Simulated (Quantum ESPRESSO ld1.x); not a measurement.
Pt I, 78 electrons, occupied as [Xe] 4f14 5d9 6s1 (the NIST ground configuration). All-electron calculation, non-relativistic Kohn-Sham, LDA (Slater exchange, Perdew-Zunger correlation), spin-polarised, spherical densities, point nucleus; open shells are filled with parallel spins first; relativity is left out, which matters for an element this heavy. Program: ld1.x of Quantum ESPRESSO 7.5. Some entries of the table are withheld. Estimate them.

| orbital | occ. | eigenvalue (eV) | <r> (bohr) | <1/r> (bohr^-1) |
|---|---|---|---|---|
| 1s up | 1 | -71105.9 | 0.01942 | 77.41 |
| 1s down | 1 | -71105.9 | 0.01942 | 77.41 |
| 2s up | 1 | -11833.1 | 0.08185 | 18.21 |
| 2s down | 1 | -11833.0 | 0.08185 | 18.21 |
| 2p up | 3 | -11373.3 | 0.06916 | 18.25 |
| 2p down | 3 | -11373.2 | 0.06916 | 18.25 |
| 3s up | 1 | -2755.80 | 0.2069 | 7.041 |
| 3s down | 1 | -2755.76 | 0.2069 | 7.041 |
| 3p up | 3 | -2539.04 | 0.1971 | 6.998 |
| 3p down | 3 | -2539.00 | 0.1971 | 6.998 |
| 3d up | 5 | -2133.36 | 0.1723 | 6.930 |
| 3d down | 5 | -2133.30 | 0.1723 | 6.930 |
| 4s up | 1 | -574.428 | 0.4569 | 3.069 |
| 4s down | 1 | -574.355 | 0.4569 | 3.069 |
| 4p up | 3 | -481.548 | 0.4615 | 2.982 |
| 4p down | 3 | -481.471 | 0.4615 | 2.982 |
| 4d up | 5 | -310.726 | 0.4709 | 2.797 |
| 4d down | 5 | -310.636 | 0.4709 | 2.797 |
| 4f up | 7 | -82.6680 | 0.5035 | 2.436 |
| 4f down | 7 | -82.5512 | 0.5032 | 2.437 |
| 5s up | 1 | -80.4641 | 1.053 | 1.261 |
| 5s down | 1 | -79.9685 | 1.052 | 1.263 |
| 5p up | 3 | (1) | 1.151 | (2) |
| 5p down | 3 | (3) | 1.149 | (4) |
| 5d up | 5 | -7.7078 | (5) | 0.8038 |
| 5d down | 4 | -7.0377 | (6) | 0.8071 |
| 6s up | 1 | -4.6843 | 3.331 | 0.3769 |
| 6s down | 0 | -3.9578 | 3.407 | 0.3704 |

Answer. 
(1) 5p up eigenvalue (eV): -51.4699
(2) 5p up <1/r> (bohr^-1): 1.145
(3) 5p down eigenvalue (eV): -50.9312
(4) 5p down <1/r> (bohr^-1): 1.146
(5) 5d up <r> (bohr): 1.658
(6) 5d down <r> (bohr): 1.652
